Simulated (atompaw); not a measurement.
Scattering properties, PAW (atompaw) potential for caesium (Cs)

```
Element                 : Cs
Generator               : atompaw 4.2.0.5
Type                    : PAW
Functional              : LDA (PW92)
Relativity              : scalar-relativistic
Frozen core             : [Kr] 4d10 5s2
Valence charge          : 7
Reference configuration : 5p6 5d0 6s0 6p0 (charge +1)
Partial waves           : 6s (bound, empty): rc 3.00 bohr; 6s channel at 3.1 Ry: rc 3.00 bohr; 5p (bound): rc 3.00 bohr; 6p (bound, empty): rc 3.00 bohr; 5d (bound, empty): rc 3.00 bohr; 5d channel at 1.45 Ry: rc 3.00 bohr
Local potential         : ultrasoft scheme with l = 3 at 0.5 Ry, radius 1.22 bohr
Core correction         : smooth core density matched at 2.40 bohr
Augmentation charge     : sinc compensation charge, radius 2.30 bohr; PAW radius 3.00 bohr; waves and projectors: custom polynom2 7 10 vanderbiltortho
```

The phase is arctan(r·u′/u) with u = r·R(r), unwrapped; energies in Ry, scanned from -3 to 5 Ry. A pole is an energy at which the radial function vanishes at the test radius. The pseudo phase is shifted by a multiple of π to meet the all-electron one at the reference energy, and phase errors are pseudo minus all-electron; the curves can meet again beyond the range given. Levels narrower than the energy grid can be missing from the lists of poles.

| channel | radius (bohr) | reference energy (Ry) | poles, all-electron | poles, pseudo | unbroken range about the reference energy with phases within 0.05 rad | phase error 1 Ry above the reference energy (rad) |
| --- | --- | --- | --- | --- | --- | --- |
| s | 3.00 | -0.42 | -2.17, 3.41 | 3.55 | -1.6 to 0.2 | -0.221 |
| p | 3.00 | -0.25 | -0.95, 4.63 | -0.95, 3.32 | below 1.1 | -0.008 |
| d | 3.00 | -0.33 | 0.96 | -2.84, 0.96 | -2.7 to 3.2 | +0.000 |

Note: ghost states, extra bound levels that the all-electron valence spectrum of the same l lacks: s at -383.5 eV, p at -142.2 eV, s at -90.8 eV, d at -39.0 eV. A true bound ghost makes a file unfit for plane-wave use.

Phases in the p channel:

```
E (Ry)  all-electron  pseudo
 -3.00         1.309   1.309
 -2.76         1.283   1.282
 -2.52         1.245   1.244
 -2.28         1.185   1.184
 -2.04         1.070   1.069
 -1.80         0.762   0.761
 -1.56        -0.415  -0.415
 -1.32        -1.282  -1.282
 -1.08        -1.510  -1.510
 -0.84        -1.611  -1.611
 -0.60        -1.675  -1.675
 -0.36        -1.725  -1.725
 -0.12        -1.771  -1.771
  0.12        -1.820  -1.820
  0.36        -1.878  -1.879
  0.60        -1.955  -1.959
  0.84        -2.069  -2.080
  1.08        -2.257  -2.295
  1.32        -2.608  -2.729
  1.56        -3.211  -3.457
  1.80        -3.804  -4.021
  2.04        -4.143  -4.300
  2.28        -4.324  -4.449
  2.52        -4.432  -4.540
  2.76        -4.502  -4.605
  3.00        -4.553  -4.655
  3.24        -4.590  -4.699
  3.48        -4.620  -4.740
  3.72        -4.645  -4.782
  3.96        -4.665  -4.832
  4.20        -4.684  -4.896
  4.44        -4.700  -4.996
  4.68        -4.715  -5.182
  4.92        -4.729  -5.649
```
